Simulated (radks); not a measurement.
Question: Species: Cl III. Configuration: [Ne] 3s2 3p3. Method: scalar-relativistic Kohn-Sham, PBE, spin-polarised, spherical densities, finite nucleus; open shells are filled with parallel spins first; Fermi nuclear charge, rms radius 3.3654 fm; computed with a radial shooting solver on a logarithmic mesh with Libxc functionals. Some entries of the table are withheld. Estimate them.

| orbital | occ. | eigenvalue (hartree) | r(max) (bohr) |
|---|---|---|---|
| 1s up | 1 | -102.1569 | 0.05947 |
| 1s down | 1 | -102.1351 | 0.05946 |
| 2s up | 1 | -10.30704 | 0.3615 |
| 2s down | 1 | -10.28627 | 0.3617 |
| 2p up | 3 | -8.07009 | 0.3013 |
| 2p down | 3 | -8.04095 | 0.3017 |
| 3s up | 1 | (1) | (2) |
| 3s down | 1 | (3) | (4) |
| 3p up | 3 | -1.21601 | 1.347 |
| 3p down | 0 | -1.07203 | 1.348 |

Answer: 
(1) 3s up eigenvalue (hartree): -1.70534
(2) 3s up r(max) (bohr): 1.249
(3) 3s down eigenvalue (hartree): -1.55459
(4) 3s down r(max) (bohr): 1.244
